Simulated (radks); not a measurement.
Results of a calculation; reference values are marked as such.
Ge II, configuration [Ar] 3d10 4s2 4p1. Code: a radial shooting solver on a logarithmic mesh with Libxc functionals. Model: scalar-relativistic Kohn-Sham, LDA (Slater exchange, Perdew-Wang correlation), spin-polarised, spherical densities, point nucleus; open shells are filled with parallel spins first. Some entries of the table are withheld. Estimate them.

orbital  occ.  eigenvalue (hartree)  r(max) (bohr)
1s up       1             -402.4161        0.03077
1s down     1             -402.4146        0.03077
2s up       1             -50.65894         0.1763
2s down     1             -50.65828         0.1763
2p up       3             -44.36102         0.1412
2p down     3             -44.35985         0.1412
3s up       1              -6.49735         0.5429
3s down     1              -6.49563         0.5429
3p up       3              -4.57358         0.5430
3p down     3              -4.57149         0.5430
3d up       5              -1.41959         0.5016
3d down     5              -1.41558         0.5015
4s up       1                   (1)          1.708
4s down     1                   (2)          1.698
4p up       1              -0.43410          2.075
4p down     0              -0.40449          2.071
5s up       0              -0.16899          4.838
5s down     0              -0.16016          4.969
4d up       0              -0.11573          3.947
4d down     0              -0.10231          4.297

Answer. 
(1) 4s up eigenvalue (hartree): -0.75273
(2) 4s down eigenvalue (hartree): -0.72356
